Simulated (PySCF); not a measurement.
C$_{2}$H$_{7}$Ga (SMILES C[CH2][GaH2]), singlet, at a GFN2-xTB geometry (such geometries of metal compounds can be far from the true shape), atoms displaced at random by about 0.08 Å a coordinate; TPSS/STO-3G, gradient in PySCF.

Input for PySCF:
```python
from pyscf import gto, scf, dft

mol = gto.Mole()
mol.atom = '''
    Ga   -0.48348606    0.63595951    0.39650032
    H    -0.88349577    1.23969190    1.79798440
    H    -1.01318377    1.38258881   -0.93137588
    C     0.74354312   -0.87015162    0.09389910
    C     0.75484912   -1.27917911   -1.52719055
    H     0.61812133   -1.98113653    0.70940666
    H     1.87542718   -0.68114257    0.38473344
    H     1.17784964   -0.34444071   -1.95380737
    H    -0.26441624   -1.67088895   -1.82373443
    H     1.51286111   -2.26711104   -1.68499660
'''
mol.basis = 'sto-3g'
mol.verbose = 4
mol.build()

mf = dft.RKS(mol)
mf.xc = 'tpss'
mf.kernel()
g = mf.nuc_grad_method()
grad = g.kernel()
```

The log (banner, timings and long lists left out):

```
PySCF version 2.14.0

[INPUT] verbose = 4
[INPUT] num. atoms = 10
[INPUT] num. electrons = 50
[INPUT] charge = 0
[INPUT] spin (= nelec alpha-beta = 2S) = 0
[INPUT] symmetry False subgroup None
[INPUT] Mole.unit = angstrom
[INPUT] Symbol           X                Y                Z      unit          X                Y                Z       unit  Magmom
[INPUT]  1 Ga    -0.483486060000   0.635959510000   0.396500320000 AA   -0.913656238445   1.201789300213   0.749277013102 Bohr   0.0
[INPUT]  2 H     -0.883495770000   1.239691900000   1.797984400000 AA   -1.669565037512   2.342678169842   3.397698092240 Bohr   0.0
[INPUT]  3 H     -1.013183770000   1.382588810000  -0.931375880000 AA   -1.914639839154   2.612714193788  -1.760045332226 Bohr   0.0
[INPUT]  4 C      0.743543120000  -0.870151620000   0.093899100000 AA    1.405092858605  -1.644348248647   0.177443582343 Bohr   0.0
[INPUT]  5 C      0.754849120000  -1.279179110000  -1.527190550000 AA    1.426458102169  -2.417298182165  -2.885971879524 Bohr   0.0
[INPUT]  6 H      0.618121330000  -1.981136530000   0.709406660000 AA    1.168080025452  -3.743805457071   1.340584298342 Bohr   0.0
[INPUT]  7 H      1.875427180000  -0.681142570000   0.384733440000 AA    3.544043736765  -1.287172909082   0.727040832562 Bohr   0.0
[INPUT]  8 H      1.177849640000  -0.344440710000  -1.953807370000 AA    2.225813235518  -0.650898608051  -3.692160829457 Bohr   0.0
[INPUT]  9 H     -0.264416240000  -1.670888950000  -1.823734430000 AA   -0.499674276487  -3.157522500062  -3.446358596640 Bohr   0.0
[INPUT] 10 H      1.512861110000  -2.267111040000  -1.684996600000 AA    2.858893162405  -4.284218959578  -3.184182094823 Bohr   0.0

nuclear repulsion = 169.142379735842
number of shells = 21
number of NR pGTOs = 105
number of NR cGTOs = 35
basis = sto-3g
ecp = {}

******** <class 'pyscf.dft.rks.RKS'> ********
method = RKS
initial guess = minao
damping factor = 0
level_shift factor = 0
DIIS = <class 'pyscf.scf.diis.CDIIS'>
diis_start_cycle = 1
diis_space = 8
diis_damp = 0
SCF conv_tol = 1e-09
SCF conv_tol_grad = None
SCF max_cycles = 50
direct_scf = True
direct_scf_tol = 1e-13
XC library pyscf.dft.libxc version 7.1.2
    S. Lehtola, C. Steigemann, M. J. T. Oliveira, and M. A. L. Marques,  SoftwareX 7, 1–5 (2018)
XC functionals = tpss
    J. Tao, J. P. Perdew, V. N. Staroverov, and G. E. Scuseria,  Phys. Rev. Lett. 91, 146401 (2003)
    J. P. Perdew, J. Tao, V. N. Staroverov, and G. E. Scuseria,  J. Chem. Phys. 120, 6898 (2004)
    J. Tao, J. P. Perdew, V. N. Staroverov, and G. E. Scuseria,  Phys. Rev. Lett. 91, 146401 (2003)
    J. P. Perdew, J. Tao, V. N. Staroverov, and G. E. Scuseria,  J. Chem. Phys. 120, 6898 (2004)
radial grids:
    Treutler-Ahlrichs [JCP 102, 346 (1995); DOI:10.1063/1.469408] (M4) radial grids

becke partition: Becke, JCP 88, 2547 (1988); DOI:10.1063/1.454033
pruning grids: <function nwchem_prune>
grids dens level: 3
symmetrized grids: False
atomic radii adjust function: <function treutler_atomic_radii_adjust>
small_rho_cutoff = 0
Set gradient conv threshold to 3.16228e-05
Initial guess from minao.
tot grids = 117800
init E= -1979.22579034883
  HOMO = -0.433994789073867  LUMO = -0.34023811165173  gap/eV = 2.55125
cycle= 1 E= -1981.49678564813  delta_E= -2.27  |g|= 0.54  |ddm|= 3.48
  HOMO = 0.343390979840717  LUMO = 0.379634411245602  gap/eV = 0.98623
cycle= 2 E= -1940.02524322682  delta_E= 41.5  |g|= 8.47  |ddm|= 10.6
  HOMO = 0.179423138590652  LUMO = 0.181555346156448  gap/eV = 0.05802
cycle= 3 E= -1978.45790792606  delta_E= -38.4  |g|= 3.58  |ddm|= 8.89
  HOMO = 0.216810890211539  LUMO = 0.228179272686648  gap/eV = 0.30935
cycle= 4 E= -1976.27107707325  delta_E= 2.19  |g|= 5.19  |ddm|= 3.33
  HOMO = 0.179162582270881  LUMO = 0.19368719543188  gap/eV = 0.39523
cycle= 5 E= -1978.12623132115  delta_E= -1.86  |g|= 3.82  |ddm|= 1.28

WARN: HOMO 0.129726331318311 == LUMO 0.130697150137065

cycle= 6 E= -1979.59075815574  delta_E= -1.46  |g|= 2.49  |ddm|= 1.46
  HOMO = -0.0332025435721024  LUMO = -0.0243568120165893  gap/eV = 0.24070
cycle= 7 E= -1981.58550027649  delta_E= -1.99  |g|= 0.377  |ddm|= 3.55
  HOMO = 0.0507038520512011  LUMO = 0.0532910023127106  gap/eV = 0.07040
cycle= 8 E= -1980.30772897914  delta_E= 1.28  |g|= 1.64  |ddm|= 3.24

WARN: HOMO 0.0270233241406846 == LUMO 0.027513728177659

cycle= 9 E= -1980.37053131724  delta_E= -0.0628  |g|= 1.53  |ddm|=  2.6
  HOMO = -0.0787443844501764  LUMO = -0.0521221505469546  gap/eV = 0.72443
cycle= 10 E= -1981.59216226588  delta_E= -1.22  |g|= 0.346  |ddm|= 3.16
  HOMO = -0.0117599505051987  LUMO = -0.0100759482722267  gap/eV = 0.04582
cycle= 11 E= -1980.64864641696  delta_E= 0.944  |g|= 1.15  |ddm|= 3.13
  HOMO = 0.00107772897003633  LUMO = 0.00289311337093534  gap/eV = 0.04940
cycle= 12 E= -1980.60350559894  delta_E= 0.0451  |g|= 1.22  |ddm|= 0.268
  HOMO = -0.00774882829856882  LUMO = -0.00583960936366568  gap/eV = 0.05195
cycle= 13 E= -1980.64527412869  delta_E= -0.0418  |g|= 1.16  |ddm|= 0.598
  HOMO = -0.00201278385166276  LUMO = 0.00138306912815728  gap/eV = 0.09241
cycle= 14 E= -1980.52219655445  delta_E= 0.123  |g|= 1.31  |ddm|= 2.33
  HOMO = -0.022622009029469  LUMO = -0.020855791344438  gap/eV = 0.04806
cycle= 15 E= -1980.68065710149  delta_E= -0.158  |g|= 1.11  |ddm|= 1.83
  HOMO = -0.0411854751714743  LUMO = -0.0366685652553886  gap/eV = 0.12291
cycle= 16 E= -1981.61723221034  delta_E= -0.937  |g|= 0.307  |ddm|=  3.1
  HOMO = -0.03001721636843  LUMO = -0.0285201862891137  gap/eV = 0.04074
cycle= 17 E= -1980.71421969063  delta_E= 0.903  |g|= 1.06  |ddm|= 3.11
  HOMO = -0.0541311683960182  LUMO = -0.0423005618431977  gap/eV = 0.32193
cycle= 18 E= -1981.60541688182  delta_E= -0.891  |g|= 0.312  |ddm|= 3.12
  HOMO = -0.0477340427399826  LUMO = -0.042243331172317  gap/eV = 0.14941
cycle= 19 E= -1981.61441065729  delta_E= -0.00899  |g|= 0.295  |ddm|= 0.144
  HOMO = -0.019097483751866  LUMO = -0.0149517261788826  gap/eV = 0.11281
cycle= 20 E= -1980.60069737603  delta_E= 1.01  |g|= 1.17  |ddm|= 3.07
  HOMO = -0.0178137761771509  LUMO = -0.0160077259857009  gap/eV = 0.04915
cycle= 21 E= -1980.66028748827  delta_E= -0.0596  |g|= 1.14  |ddm|= 2.87
  HOMO = -0.031870699627887  LUMO = -0.0308361233153554  gap/eV = 0.02815
cycle= 22 E= -1980.66819375319  delta_E= -0.00791  |g|= 1.17  |ddm|= 1.83
  HOMO = -0.0467809668401992  LUMO = -0.0422765006130588  gap/eV = 0.12257
cycle= 23 E= -1981.63055933982  delta_E= -0.962  |g|= 0.262  |ddm|= 2.99
  HOMO = -0.0469305622823207  LUMO = -0.0431391231234365  gap/eV = 0.10317
cycle= 24 E= -1981.61717877704  delta_E= 0.0134  |g|= 0.288  |ddm|= 0.412
  HOMO = -0.0464446948099136  LUMO = -0.0429591378162212  gap/eV = 0.09485
cycle= 25 E= -1981.61775923531  delta_E= -0.00058  |g|= 0.287  |ddm|= 0.0212
  HOMO = -0.0393301553911452  LUMO = -0.0376808003819153  gap/eV = 0.04488
cycle= 26 E= -1980.69812833909  delta_E= 0.92  |g|= 1.07  |ddm|= 3.09
  HOMO = -0.0472322116210387  LUMO = -0.0429810073216046  gap/eV = 0.11568
cycle= 27 E= -1981.61949943398  delta_E= -0.921  |g|= 0.285  |ddm|= 3.08
  HOMO = -0.0470454624172096  LUMO = -0.0428382283954553  gap/eV = 0.11448
cycle= 28 E= -1981.62141236464  delta_E= -0.00191  |g|= 0.282  |ddm|= 0.0675
  HOMO = -0.0425369259726083  LUMO = -0.0406289388139673  gap/eV = 0.05192
cycle= 29 E= -1980.80998870256  delta_E= 0.811  |g|= 1.14  |ddm|= 2.94
  HOMO = -0.0523448750392841  LUMO = -0.0430673647274825  gap/eV = 0.25245
cycle= 30 E= -1981.61232798387  delta_E= -0.802  |g|= 0.297  |ddm|= 2.99
  HOMO = -0.0421980732747144  LUMO = -0.0381805144400978  gap/eV = 0.10932
cycle= 31 E= -1980.6823092907  delta_E= 0.93  |g|= 1.12  |ddm|= 3.06
  HOMO = -0.0553309280503307  LUMO = -0.043206881734775  gap/eV = 0.32991
cycle= 32 E= -1981.61045489613  delta_E= -0.928  |g|= 0.302  |ddm|= 3.06
  HOMO = -0.0557448937512326  LUMO = -0.0439835699515342  gap/eV = 0.32004
cycle= 33 E= -1981.61124167581  delta_E= -0.000787  |g|=  0.3  |ddm|= 0.0477
  HOMO = -0.0513374678876813  LUMO = -0.0429816280710568  gap/eV = 0.22737
cycle= 34 E= -1981.61620124381  delta_E= -0.00496  |g|= 0.292  |ddm|= 0.133
  HOMO = -0.0388057957072725  LUMO = -0.0369539710985334  gap/eV = 0.05039
cycle= 35 E= -1980.72066121127  delta_E= 0.896  |g|= 1.04  |ddm|= 3.09
  HOMO = -0.0537485718204052  LUMO = -0.0430547107895  gap/eV = 0.29099
cycle= 36 E= -1981.61477770892  delta_E= -0.894  |g|= 0.296  |ddm|=  3.1
  HOMO = -0.055021167441737  LUMO = -0.0433719159049196  gap/eV = 0.31699
cycle= 37 E= -1981.61207459383  delta_E= 0.0027  |g|=  0.3  |ddm|= 0.101
  HOMO = -0.0415171452328933  LUMO = -0.0383953776846069  gap/eV = 0.08495
cycle= 38 E= -1980.749778025  delta_E= 0.862  |g|= 1.14  |ddm|= 3.01
  HOMO = -0.0598318616625374  LUMO = -0.0420990501091869  gap/eV = 0.48253
cycle= 39 E= -1981.6063976601  delta_E= -0.857  |g|= 0.31  |ddm|= 3.01
  HOMO = -0.0466766990608959  LUMO = -0.0412357501085093  gap/eV = 0.14806
cycle= 40 E= -1981.62428799382  delta_E= -0.0179  |g|= 0.278  |ddm|= 0.389
  HOMO = -0.0388392529127363  LUMO = -0.0336829635731623  gap/eV = 0.14031
cycle= 41 E= -1980.65296496849  delta_E= 0.971  |g|= 1.17  |ddm|= 2.97
  HOMO = -0.0424769232991821  LUMO = -0.0410653011097025  gap/eV = 0.03841
cycle= 42 E= -1980.98662279644  delta_E= -0.334  |g|= 1.12  |ddm|= 2.86
  HOMO = -0.0451673646756332  LUMO = -0.0427579154809257  gap/eV = 0.06556
cycle= 43 E= -1981.65576991212  delta_E= -0.669  |g|= 0.187  |ddm|= 2.43

WARN: HOMO -0.0476999043624348 == LUMO -0.0468770413658239

cycle= 44 E= -1981.66781097419  delta_E= -0.012  |g|= 0.0848  |ddm|= 1.56
  HOMO = -0.0514298062796169  LUMO = -0.0477702821156411  gap/eV = 0.09958
cycle= 45 E= -1981.64297488308  delta_E= 0.0248  |g|= 0.232  |ddm|= 1.59
  HOMO = -0.0506825572337576  LUMO = -0.047239310641809  gap/eV = 0.09370
cycle= 46 E= -1981.63822719018  delta_E= 0.00475  |g|= 0.246  |ddm|= 0.203
  HOMO = -0.0506839340029891  LUMO = -0.0467050520583415  gap/eV = 0.10827
cycle= 47 E= -1981.62702655866  delta_E= 0.0112  |g|= 0.273  |ddm|= 0.403
  HOMO = -0.0525884085294189  LUMO = -0.0470930679359772  gap/eV = 0.14954
cycle= 48 E= -1981.61802675986  delta_E= 0.009  |g|= 0.289  |ddm|= 0.179
  HOMO = -0.0520326883618408  LUMO = -0.0472130490368677  gap/eV = 0.13115
cycle= 49 E= -1981.61831428551  delta_E= -0.000288  |g|= 0.29  |ddm|= 0.0577
  HOMO = -0.0474579777844844  LUMO = -0.0462208496817954  gap/eV = 0.03366
cycle= 50 E= -1981.3101092893  delta_E= 0.308  |g|= 0.961  |ddm|= 2.32
SCF not converged.
SCF energy = -1981.3101092893

WARN: Ground state RKS not converged

******** <class 'pyscf.grad.rks.Gradients'> for <class 'pyscf.dft.rks.RKS'> ********
unit = Eh/Bohr
grid_response = False
--------------- RKS gradients ---------------
         x                y                z
0 Ga     0.0092500877    -0.0020474706    -0.0071019725
1 H    -0.0175137940     0.0209585505     0.0644495948
2 H    -0.0243122965     0.0302702862    -0.0602573794
3 C    -0.0092277700     0.0470517300    -0.0129564114
4 C    -0.0437103907     0.0574952401    -0.0536214590
5 H     0.0070909835    -0.0756204742     0.0343159500
6 H     0.0420327074    -0.0039813739     0.0135346389
7 H     0.0120516956     0.0146853124     0.0230199908
8 H    -0.0157937168    -0.0227443977     0.0050439798
9 H     0.0402122442    -0.0663790742    -0.0063639020
----------------------------------------------
```

Convergence was not reached.
